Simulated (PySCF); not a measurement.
Positional isomers: butadiene chloro+silyl. Isolated molecules, 0 K electronic values unless said otherwise. One relaxed conformer stands for each flexible species; it need not be the lowest. Strings in code marks are SMILES.

The vertical ionisation energy (Delta-SCF) from two functionals at the same geometries (CAM-B3LYP-D3(BJ)/def2-TZVP), both in PySCF: PBE-D3(BJ)/def2-TZVP and TPSSh-D3(BJ)/def2-TZVP. Delta-SCF ions had no search for a lower state. 

| species | TPSSh-D3(BJ)/def2-TZVP (eV) |
|---|---|
| `C=C([SiH3])C(=C)Cl` (Si–C–C–Cl torsion 45°) | 8.98 |
| `C=C/C(Cl)=C\[SiH3]` (C–C–C–Cl torsion 0°) | 8.84 |
| `C=C/C([SiH3])=C\Cl` (C–C–C–Si torsion 0°) | 8.69 |
| `C=C/C=C(/[SiH3])Cl` (C–C–C–C torsion 180°) | 8.60 |
| `C(/Cl)=C/C=C/[SiH3]` (C–C–C–C torsion 180°) | 8.59 |
| `[SiH3]/C=C\C=C/Cl` (C–C–C–C torsion 180°) | 8.62 |

Problem. What does PBE-D3(BJ)/def2-TZVP give for each?

Solution. 
- `C=C([SiH3])C(=C)Cl` (Si–C–C–Cl torsion 45°): 8.95
- `C=C/C(Cl)=C\[SiH3]` (C–C–C–Cl torsion 0°): 8.83
- `C=C/C([SiH3])=C\Cl` (C–C–C–Si torsion 0°): 8.69
- `C=C/C=C(/[SiH3])Cl` (C–C–C–C torsion 180°): 8.59
- `C(/Cl)=C/C=C/[SiH3]` (C–C–C–C torsion 180°): 8.55
- `[SiH3]/C=C\C=C/Cl` (C–C–C–C torsion 180°): 8.61
Over these rows, drawn at random from the members with no instability flagged (it was tested for open shells, ions and some series alone), PBE minus TPSSh-D3(BJ): mean -0.02 eV, from -0.04 eV to 0.00 eV.
